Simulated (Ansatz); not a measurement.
The cluster WO₄H₂, relaxed as a singlet with RKS PBE-D4/def2-SVP in Ansatz, starting from the GFN1-xTB geometry. Force threshold 0.02 eV/Å.

In the def2 sets W takes a core potential; there is no spin–orbit coupling. The structure holds one bond between oxygen atoms, so isomers without such links may lie far lower. Another isomer (singlet) lies 0.64 eV lower at PBE0-D4/def2-TZVP; other spin states weren't run for this one.

Start:

```xyz
7

W    -0.241    0.461    0.268
O     0.053   -1.008   -1.015
O    -1.529    1.382   -0.314
O     1.158   -0.163   -0.795
O    -0.581   -0.431    1.663
H     0.808    1.614    0.811
H     0.333   -1.855   -0.618
```

| step | energy (eV) | largest force component (eV/Å) | SCF passes |
| --- | --- | --- | --- |
| 1 | -10033.2557 | 3.705 | 30 |
| 2 | -10033.9993 | 1.096 | 38 |
| 3 | -10034.0901 | 0.793 | 37 |
| 4 | -10034.1090 | 0.150 | 33 |
| 5 | -10034.1111 | 0.059 | 34 |
| 6 | -10034.1113 | 0.019 | 35 |

Force components are those of the run's own axes.

End:

```tsv
atom	x (Å)	y (Å)	z (Å)
W1	-0.330	0.436	0.291
O2	0.119	-1.130	-1.128
O3	-1.580	1.514	-0.216
O4	1.233	-0.175	-0.870
O5	-0.680	-0.281	1.824
H6	0.803	1.607	0.818
H7	0.436	-1.971	-0.719
```

By distances, no bond broke or formed. The bond that changes most is W1–O2, from 1.97 to 2.16 Å (atoms count from 1).

No frequencies were taken in this run, so the end may be a saddle point.

It took 6.5 s on 4 threads of Arm Neoverse V2 on a shared host.
